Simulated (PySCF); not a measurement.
SMILES C=[CH][In]([CH2]C)[O]C, GFN2-xTB optimised geometry.

```
18

In    -0.34     0.33     0.00
C     -1.30     2.42     0.00
C     -2.82     2.41    -0.08
H     -0.86     2.94    -0.86
H     -0.95     2.90     0.92
H     -3.25     1.88     0.77
H     -3.16     1.92    -0.99
H     -3.20     3.43    -0.08
C     -0.81    -1.85    -0.01
C     -2.02    -2.36    -0.01
H      0.08    -2.48    -0.01
H     -2.20    -3.43    -0.02
H     -2.91    -1.74    -0.02
O      1.66     0.33     0.00
C      2.61     1.36     0.00
H      3.25     1.27     0.89
H      3.24     1.27    -0.89
H      2.16     2.36     0.01
```

Density from CAM-B3LYP/def2-SVP, def2 effective core potentials past Kr run with PySCF at that geometry. The core electrons that the potentials of In replace are not part of the density.

Minimum of the electron density along straight lines between bonded atoms, close to the bond critical point (lines longer than 1.1 times the sum of covalent radii, or with two minima, are not listed):

```csv
bond,length / Å,ρ at the minimum / e bohr⁻³,∇²ρ there / e bohr⁻⁵,position (fraction from the first atom)
In1–C2,2.294,0.078,0.11,0.50
C2–C3,1.517,0.247,-0.57,0.50
C2–H4,1.093,0.273,-0.99,0.63
C2–H5,1.093,0.273,-0.99,0.63
C3–H6,1.089,0.276,-1.02,0.63
C3–H7,1.089,0.276,-1.02,0.63
C3–H8,1.093,0.274,-1.00,0.63
In1–C9,2.230,0.085,0.16,0.50
C9–C10,1.318,0.350,-0.97,0.50
C9–H11,1.084,0.279,-1.07,0.64
C10–H12,1.085,0.279,-1.07,0.64
C10–H13,1.082,0.282,-1.08,0.63
In1–O14,2.003,0.096,0.60,0.52
O14–C15,1.396,0.268,-0.50,0.66
C15–H16,1.097,0.278,-1.05,0.63
C15–H17,1.097,0.278,-1.05,0.63
C15–H18,1.099,0.276,-1.01,0.62
```
